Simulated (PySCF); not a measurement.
An unknown shows these calculated signals:

¹H NMR (300 MHz, computed): δ 7.46 (m, 2H), 7.27 (m, 2H), 2.47 (s, 3H).

¹³C{¹H} NMR (computed): δ 171.1 (C), 138.4 (C), 135.7 (CH), 121.2 (CH), 23.4 (CH3).

- PBE0/pcSseg-1 with gauge-including orbitals
- GFN2-xTB geometry
- code: PySCF
- no relativistic terms, equivalent nuclei averaged, gas phase, a single conformation

Scale: TMS for ¹H (σ = 31.72 ppm), ¹³C (σ = 186.93 ppm) (reference shieldings calculated alike).

**Question.** Which of these does the molecule contain: a vinyl group CH=CH2, a benzene ring, a methoxy group, a ketone?

**Answer.** 
- A vinyl group CH=CH2: no.
- A benzene ring: yes.
- A methoxy group: no.
- A ketone: no.

The data belong to `InChI=1S/C7H7F/c1-6-2-4-7(8)5-3-6/h2-5H,1H3`; they needn't prove each group on their own.

Carbon signals by region: 1 in the far downfield region (above 160 ppm), 3 in the sp2 and nitrile region (100–160 ppm), 1 below 50 ppm. Above 160 ppm: 171.1, aromatic carbon bearing fluorine.

Splittings by ¹⁹F in the carbon and heteronuclear signals aren't shown, as no couplings were computed. Shifts are as computed. Against solution values, carbons near 30 ppm lie about +3 ppm off and those near 130 ppm about +5 ppm. Of 246 compounds with measured shifts, 49 miss one by over three times the rms of a fit or turn the order of signals round; such compounds aren't used in these exercises. No couplings were computed; multiplicities are counted from neighbouring protons, with m where these are inequivalent, close in shift, in a saturated or five-membered ring or joined by F or P, and br s for small geminal =CH2 splittings.
